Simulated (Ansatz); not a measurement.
Molecule: sum formula SiN$_{2}$H$_{4}$F (charge 0, doublet). It need not be the lowest isomer of its formula. SMILES: N[Si](N)F
Geometry from a B3LYP-D3(BJ)/def2-TZVP (Ansatz, a quantum-chemistry and plane-wave program) optimisation:
```
Si
F 1 1.6194
N 1 1.7062 2 115.70
H 3 1.0062 1 121.99 2 -83.50
H 3 1.0104 4 112.68 1 -158.40
N 1 1.7180 2 103.38 3 116.12
H 6 1.0086 1 119.46 2 179.52
H 6 1.0089 7 111.49 1 146.31
```
Charge 0, spin multiplicity 2.

Quantity: atomisation energy (electronic, to ground-state atoms), in eV. Cores are frozen in the correlated levels unless marked. Open shells are spin-unrestricted. Spin-orbit coupling is left out. No relativistic terms. The coupled-cluster limit lacks core correlation, which all-electron functionals hold. CBS marks a two-point X^-3 extrapolation of the correlation energy; Hartree-Fock from the larger set.

| level | program | atomisation energy (eV) |
|---|---|---|
| PBE0/def2-TZVP | Ansatz | 29.21 |

Estimate the value at CCSD(T)/CBS(aug-cc-pV(T+d)Z,aug-cc-pV(Q+d)Z) as computed with Ansatz.

29.67 eV
